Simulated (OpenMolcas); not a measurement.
## Mo5+: moving the ligands

Mo5+ with 4 ligands (fluoride) in tetrahedral coordination (Td) at 1.77 Å. Ligand basis ANO-RCC-VDZP.
```
Mo    0.0000    0.0000    0.0000
F     1.0219    1.0219    1.0219
F     1.0219   -1.0219   -1.0219
F    -1.0219    1.0219   -1.0219
F    -1.0219   -1.0219    1.0219
```

```
Program             : OpenMolcas 26.06
Method              : CASSCF
Basis               : ANO-RCC-VDZP [6s5p3d1f]
Scalar Hamiltonian  : DKH2, point nucleus
Active space        : 1 electron in 5 orbitals (4d)
State averaging     : 2S+1 = 2 even, 5 roots
Spin-orbit coupling : state interaction with AMFI integrals over the reference wave functions
```

Runs around this geometry, states (labels of Td). Energies in cm-1 above the lowest state or level, χT in cm3 K/mol; 10Dq is the gap between the two states; 10Dq is negative for this site.

```json
{"R (Å)": "1.68", "Ground state": "2E", "First state of that spin": "2T2 22412", "10Dq": "-22412", "First gap with spin-orbit (degeneracies)": "22451 (4, 4)", "χT at 300 K": "0.352"}
{"R (Å)": "1.77", "Ground state": "2E", "First state of that spin": "2T2 19036", "10Dq": "-19036", "First gap with spin-orbit (degeneracies)": "18995 (4, 4)", "χT at 300 K": "0.345"}
{"R (Å)": "1.84", "Ground state": "2E", "First state of that spin": "2T2 16906", "10Dq": "-16906", "First gap with spin-orbit (degeneracies)": "16829 (4, 4)", "χT at 300 K": "0.340"}
```

Taking |10Dq| as R^-n, n = -ln(16906 / 22412) / ln(1.84 / 1.68) = 3.1 between the shortest and longest distance. The point-charge formula for a cubic d site gives n = 5.

An orbital doublet at a regular site is open to a Jahn-Teller distortion, which this geometry leaves out. With metal d orbitals alone the field can be off either way by tens of per cent. Ligand-to-metal charge-transfer states are missing. The least metal-like active orbital is 65 % on the metal (Löwdin) and no ligand orbital is active, so the numbers are rough (holds for R = 1.68). The least metal-like active orbital is 69 % on the metal (Löwdin) and no ligand orbital is active, so the numbers are rough (holds for R = 1.77). The least metal-like active orbital is 71 % on the metal (Löwdin) and no ligand orbital is active, so the numbers are rough (holds for R = 1.84). No measured value stands beside these numbers; the geometry is a model, was not optimised and need not be the one that this ion takes.
